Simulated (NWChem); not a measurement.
Species: GaHOClF; SMILES [OH][Ga]([F])[Cl]

```xyz
5

Ga     0.0087    -0.2874     0.0000
F     -1.5110    -1.1426     0.0000
Cl    -0.0071     1.8253     0.0000
O      1.5103    -1.2092     0.0000
H      1.3680    -2.1630     0.0000
```
Atoms are numbered in this order, from 1.

Computed with NWChem. Pople sets run with spherical d functions. Geometry: optimised at PBE0/def2-SVP. Hybrids' shares of exact exchange are those that their runs print; pure functionals count as 0. The functionals differ in more than this share.

```
row                                 share of exact exchange  highest occupied level (eV)
----------------------------------  -----------------------  ---------------------------
PBE/6-31G*                                             0.00                        -7.78
LDA (Slater exchange, VWN5)/6-31G*                     0.00                        -7.96
B3LYP/6-31G*                                           0.20                        -9.15
PW6B95/6-31G*                                          0.28                        -9.59
MPW1K/6-31G*                                           0.43                       -10.71
Hartree-Fock/6-31G*                                    1.00                     withheld
```

Fit a straight line of the last column on the one before it, predict the withheld value, and compare with the run.


1. Means of the 5 shown rows: x = 0.182, y = -9.038. Slope Σ(x − x̄)(y − ȳ)/Σ(x − x̄)² = -0.8959/0.1377 = -6.507; intercept -7.854.
2. The shown rows scatter about the line by 0.074 (root mean square); the largest residual is -0.11, at LDA (Slater exchange, VWN5)/6-31G*.
3. At x = 1.00 (Hartree-Fock/6-31G*; beyond the shown range) the line gives -14.36.
4. The run gives -13.09, +1.27 from the line, 17.1 times the scatter.
